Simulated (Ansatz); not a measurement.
`OC[SiH]1[SiH2][SiH2]1` + HCl → `Cl[SiH]1[SiH2][SiH2]1` + CH₃OH at 500 K and 1 bar (ligand exchange at the Si–C bond).

Calculated with Ansatz (gas phase, PBE0-D4/def2-TZVP geometries, no zero-point term in ΔE). CCSD(T)/CBS adds triple-zeta CCSD(T) − MP2 to the extrapolated MP2 energy (def2 sets, frozen cores). This one scheme is used for every species. Each species was taken in one conformer, which may not be the lowest.

```csv
species,CCSD(T)/CBS energy (Eh),H − E (kJ/mol),S (J/(mol·K))
`OC[SiH]1[SiH2][SiH2]1`,-985.21624,281.2,479.3
HCl,-460.38127,32.5,201.9
`Cl[SiH]1[SiH2][SiH2]1`,-1330.01898,163.0,428.2
CH₃OH,-115.61712,157.0,265.4
```

H − E and S are ideal-gas, rigid-rotor, harmonic terms from PBE0-D4/def2-TZVP, for one conformer and one mirror image of each species. 1 Eh = 2625.50 kJ/mol, R = 8.31446 J/(mol·K).

Task: By hand: ΔE, ΔH, ΔS and ΔG.

Result: ΔE = (-1330.01898) + (-115.61712) − (-985.21624) − (-460.38127) = -0.03859 Eh = -101.3 kJ/mol. Δ(H − E) = 163.0 + 157.0 − 281.2 − 32.5 = 6.3, so ΔH = -95.0 kJ/mol. ΔS = 428.2 + 265.4 − 479.3 − 201.9 = 12.4 J/(mol·K). ΔG = -95.0 − 500 × (12.4)/1000 = -101.2 kJ/mol.

Task: By hand: the equilibrium constant, and the temperature at which ΔG would vanish if ΔH and ΔS stayed fixed.

Result: log₁₀ K = −ΔG/(RT ln 10) = 10.6. ΔH and −TΔS have one sign here, so there is no such temperature.

The number of gas molecules stays the same, so ΔS is small and ΔH decides. A doubt of 5 kJ/mol in ΔE shifts log₁₀ K by 0.5 here. Other conformers and mirror images would add mixing entropy, several J/(mol·K) or more a flexible species. Modes under 60 cm⁻¹, often nearly free rotors, make the harmonic entropy too high. These are equilibria of isolated gas molecules and say nothing of rates. Largest T1 diagnostic: 0.014 (customary marks: 0.02 for closed shells, 0.045 for open ones).

ΔS is within the doubt of such terms, so its sign, and with it that verdict, could turn.
